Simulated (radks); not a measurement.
Problem. The praseodymium ion Pr7+, 52 electrons, occupied as [Kr] 4d9 5s2 5p5 (not the ground configuration). Method: scalar-relativistic Kohn-Sham, PBE, spin-polarised, spherical densities, finite nucleus; open shells are filled with parallel spins first (spin-orbit coupling, left out, can overturn this in heavy ions); Fermi nuclear charge, rms radius 4.8919 fm; computed with a radial shooting solver on a logarithmic mesh with Libxc functionals. Some entries of the table are withheld. Estimate them.

| orbital | occ. | eigenvalue (eV) | <r> (bohr) |
|---|---|---|---|
| 1s up | 1 | -41935.39 | 0.02410 |
| 1s down | 1 | -41935.29 | 0.02410 |
| 2s up | 1 | -6852.741 | 0.1031 |
| 2s down | 1 | -6852.172 | 0.1031 |
| 2p up | 3 | -6144.864 | 0.09056 |
| 2p down | 3 | -6144.373 | 0.09056 |
| 3s up | 1 | -1578.748 | 0.2723 |
| 3s down | 1 | -1578.427 | 0.2723 |
| 3p up | 3 | -1354.572 | 0.2704 |
| 3p down | 3 | -1354.207 | 0.2703 |
| 3d up | 5 | -1039.934 | 0.2474 |
| 3d down | 5 | -1039.413 | 0.2474 |
| 4s up | 1 | -409.2084 | 0.6137 |
| 4s down | 1 | -407.6630 | 0.6138 |
| 4p up | 3 | -334.6429 | (1) |
| 4p down | 3 | -333.1128 | (2) |
| 4d up | 5 | -227.6341 | 0.6973 |
| 4d down | 4 | -226.1218 | 0.6974 |
| 5s up | 1 | -131.6344 | 1.327 |
| 5s down | 1 | -130.2467 | 1.329 |
| 5p up | 3 | -109.0480 | 1.454 |
| 5p down | 2 | -107.7209 | 1.458 |

Solution. 
(1) 4p up <r> (bohr): 0.6461
(2) 4p down <r> (bohr): 0.6462
